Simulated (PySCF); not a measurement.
C5H13BO2, SMILES CC(C)(C)CB(O)O, GFN2-xTB optimised geometry.

```
21

C      0.58     1.46     2.35
C      1.01     0.37     1.37
C      2.53     0.41     1.22
C      0.60    -1.00     1.93
C      0.35     0.61     0.00
B     -1.26     0.61     0.00
O     -2.01    -0.52    -0.03
O     -1.91     1.79     0.00
H      0.87     2.44     1.98
H      1.04     1.31     3.33
H     -0.51     1.46     2.47
H      3.02     0.25     2.18
H      2.87    -0.37     0.53
H      2.85     1.37     0.82
H      0.86    -1.79     1.23
H      1.11    -1.19     2.87
H     -0.47    -1.03     2.12
H      0.72    -0.15    -0.69
H      0.70     1.57    -0.37
H     -1.53    -1.35    -0.03
H     -2.87     1.71    -0.02
```

Density from B3LYP/def2-SVP in PySCF at that geometry.

Minimum of the electron density along straight lines between bonded atoms, close to the bond critical point (lines longer than 1.1 times the sum of covalent radii, or with two minima, are not listed):

```csv
bond,length / Å,ρ at the minimum / e bohr⁻³,∇²ρ there / e bohr⁻⁵,position (fraction from the first atom)
C1–C2,1.529,0.246,-0.57,0.50
C2–C3,1.532,0.245,-0.56,0.50
C2–C4,1.531,0.245,-0.56,0.49
C2–C5,1.543,0.236,-0.52,0.50
C5–B6,1.605,___,-0.27,0.67
B6–O7,1.364,0.199,1.11,0.33
B6–O8,1.348,0.209,1.17,0.33
C1–H9,1.087,0.278,-1.02,0.62
C1–H10,1.088,0.276,-1.00,0.62
C1–H11,1.087,0.278,-1.01,0.62
C3–H12,1.088,0.277,-1.01,0.62
C3–H13,1.088,0.277,-1.01,0.62
C3–H14,1.087,0.277,-1.01,0.62
C4–H15,1.089,0.276,-0.99,0.62
C4–H16,1.088,0.277,-1.01,0.62
C4–H17,1.087,0.278,-1.01,0.62
C5–H18,1.094,0.270,-0.93,0.61
C5–H19,1.090,0.274,-0.97,0.62
O7–H20,0.955,0.360,-2.41,0.81
O8–H21,0.958,0.357,-2.38,0.81
```

Task: What belongs in the gaps?

Result: 
- C5–B6, ρ at the minimum / e bohr⁻³: 0.179
